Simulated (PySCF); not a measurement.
# One molecule, several mistakes: GeH6NOSi

Calculated results; nothing here was measured. The program is PySCF 2.14.0, an open-source quantum chemistry code, run on an isolated molecule that a program drew, which may never have been made. The molecule is GeH6NOSi (charge 0, doublet), drawn as the SMILES string `N[SiH2][O][GeH2]`.

Each row is a Hartree-Fock (HF) and frozen-core CCSD(T) single point in the cc-pV(D+d)Z basis, meant for a local HF minimum. Run 1 is clean. Each other run has one planted mistake out of seven kinds, and not every kind appears here: one electron removed, one electron added, multiplicity raised by two, geometry at a saddle point, minimal basis STO-3G, one bond length entered in bohr, all coordinates scaled. The reference is restricted for singlets and unrestricted otherwise, and also for a bond in bohr. Adding or removing an electron swaps singlet and doublet. Electrons count all cores. HOMO and LUMO are orbital energies over both spins, the gradient is its largest component, and the lowest frequency (negative if imaginary) is given only where the gradient is small. Bond lengths are over the 9 bonds as drawn. T1 is the CCSD diagnostic: over 0.02 (restricted) or 0.045 (unrestricted) a single reference is doubtful. Germanium has the cc-pVDZ-PP basis, with a core potential (ECP10MDF) in place of its 10 inner electrons, and its 3s, 3p and 3d shells are frozen in CCSD(T).

Geometry of the clean run:
```xyz
10
GeH6NOSi, angstrom
N    -0.9102    1.0663   -2.1617
Si   -1.5599   -0.2121   -1.2131
O    -0.9719   -0.1572    0.3119
Ge   -0.4502    1.0853    1.4772
H     0.0290    1.0217   -2.5106
H    -1.5042    1.5369   -2.8179
H    -1.2303   -1.5583   -1.7278
H    -3.0255   -0.0105   -1.2322
H     0.9272    1.6149    1.0406
H    -0.3785    0.3740    2.8366
```

| run | electrons | basis functions | <S^2> | HOMO (eV) | LUMO (eV) | gradient (hartree/bohr) | lowest frequency (cm^-1) | mean bond (Å) | longest bond (Å) | T1 | HF (hartree) | CCSD(T) (hartree) | mistake |
|---|---|---|---|---|---|---|---|---|---|---|---|---|---|
| 1 | 67 | 104 | 0.754 | -8.96 | 1.19 | 9.9e-06 | 59 | 1.4638 | 1.782 | 0.0143 | -715.18413 | -715.77902 | no fault |
| 2 | 67 | 104 | 0.986 | -9.02 | 0.69 | 2.6e-02 | - | 1.6160 | 2.908 | 0.0325 | -715.11141 | -715.70035 | one bond length entered in bohr |
| 3 | 66 | 104 | 0.000 | -14.98 | -7.21 | 8.2e-02 | - | 1.4638 | 1.782 | 0.0239 | -714.88624 | -715.48714 | one electron removed |
| 4 | 68 | 104 | 0.000 | -0.52 | 8.26 | 8.1e-02 | - | 1.4638 | 1.782 | 0.0130 | -715.17004 | -715.79102 | one electron added |
| 5 | 67 | 104 | 0.757 | -9.21 | 0.80 | 4.8e-02 | - | 1.5561 | 1.894 | 0.0168 | -715.14891 | -715.75819 | ? |
| 6 | 67 | 104 | 3.762 | -2.67 | -0.06 | 6.0e-02 | - | 1.4638 | 1.782 | 0.0228 | -714.94933 | -715.52472 | ? |

**Which mistake was planted in run 5, and what did it cost?**

The mean and the longest bond both change by the same factor, 1.063, and the gradient is no longer small. So the mistake is: all coordinates scaled. Subtracting run 1 and multiplying by 627.51 kcal/mol a hartree, the energy moved by 22.1 kcal/mol in HF and 13.1 kcal/mol in CCSD(T).

**Which mistake was planted in run 6, and what did it cost?**

Electrons, basis and geometry are unchanged, and <S^2> is 3.762, beside S(S+1) = 3.75 for a multiplicity of 4. So the mistake is: multiplicity raised by two. Subtracting run 1 and multiplying by 627.51 kcal/mol a hartree, the energy moved by 147.3 kcal/mol in HF and 159.6 kcal/mol in CCSD(T).

Cautions from the logs. Run 3: T1 is over the limit, so its CCSD(T) energy is less reliable.
